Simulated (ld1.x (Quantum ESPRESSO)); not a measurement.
Scattering properties, PAW potential for lithium (Li)

ld1.x (Quantum ESPRESSO) 7.5 input, shortened:

```
&input
   title='Li', zed=3., rel=1, dft='PBE', iswitch=3,
   config='[He] 2s0.75 2p0.25 3d-2'
 /
 &inputp
   pseudotype=3, lpaw=.true., tm=.true., lloc=-2, rcloc=1.75,
   nlcc=.false.,
   which_augfun='PSQ', rmatch_augfun=0.80
 /
6
1S  1  0   2.00   0.00  1.10  1.20  0.0
2S  2  0   0.75   0.00  1.10  1.20  0.0
2P  2  1   0.25   0.00  4.10  4.60  0.0
2P  2  1   0.00   3.60  4.10  4.60  0.0
3D  3  2  -2.00   0.20  3.90  4.35  0.0
3D  3  2  -2.00   1.60  3.90  4.35  0.0
 &test
   configts(1)='1s2 2s0.75 2p0.25'
 /
```

The phase is arctan(r·u′/u) with u = r·R(r), unwrapped; energies in Ry, scanned from -6 to 5 Ry. A pole is an energy at which the radial function vanishes at the test radius. The pseudo phase is shifted by a multiple of π to meet the all-electron one at the reference energy, and phase errors are pseudo minus all-electron; the curves can meet again beyond the range given. Levels narrower than the energy grid can be missing from the lists of poles.

| channel | radius (bohr) | reference energy (Ry) | poles, all-electron | poles, pseudo | unbroken range about the reference energy with phases within 0.05 rad | phase error 1 Ry above the reference energy (rad) |
| --- | --- | --- | --- | --- | --- | --- |
| s | 4.99 | -0.22 | -0.03, 1.52, 4.00 | -0.03, 1.52, 3.99 | the whole range | -0.001 |
| p | 4.99 | -0.09 | 0.15, 1.45, 3.61 | 0.25, 3.61 | below 0.1 | +2.568 |
| d | 4.99 | 0.20 | 0.85, 2.67 | 0.84, 2.66 | below 3.4 | -0.003 |

Note: ghost state, extra bound levels that the all-electron valence spectrum of the same l lacks: p at -387.9 eV (d not tested). A true bound ghost makes a file unfit for plane-wave use. Its overlap operator is not positive definite in a basis up to 400 Ry (lowest eigenvalue d -0.0038), so the file is unfit for use: the generalised eigenproblem breaks down once the basis is large enough, and its test numbers describe a broken file.

Phases in the d channel:

```
E (Ry)  all-electron  pseudo
 -6.00         1.489   1.489
 -5.74         1.488   1.487
 -5.48         1.486   1.485
 -5.22         1.484   1.483
 -4.96         1.481   1.481
 -4.70         1.479   1.478
 -4.44         1.476   1.476
 -4.18         1.473   1.473
 -3.92         1.470   1.470
 -3.66         1.467   1.466
 -3.40         1.463   1.462
 -3.14         1.459   1.458
 -2.88         1.454   1.453
 -2.62         1.448   1.447
 -2.36         1.442   1.441
 -2.10         1.434   1.433
 -1.84         1.425   1.424
 -1.58         1.414   1.413
 -1.32         1.400   1.399
 -1.06         1.381   1.380
 -0.80         1.355   1.354
 -0.54         1.315   1.314
 -0.28         1.242   1.241
 -0.02         1.060   1.059
  0.24         0.112   0.112
  0.50        -1.265  -1.268
  0.76        -1.525  -1.528
  1.02        -1.648  -1.651
  1.28        -1.784  -1.786
  1.54        -2.216  -2.217
  1.80        -4.150  -4.156
  2.06        -4.532  -4.537
  2.32        -4.638  -4.642
  2.58        -4.695  -4.699
  2.84        -4.740  -4.742
  3.10        -4.787  -4.781
  3.36        -4.856  -4.826
  3.62        -5.019  -4.890
  3.88        -6.242  -5.005
  4.14        -7.549  -5.312
  4.40        -7.716  -6.517
  4.66        -7.779  -7.370
  4.92        -7.816  -7.584
```
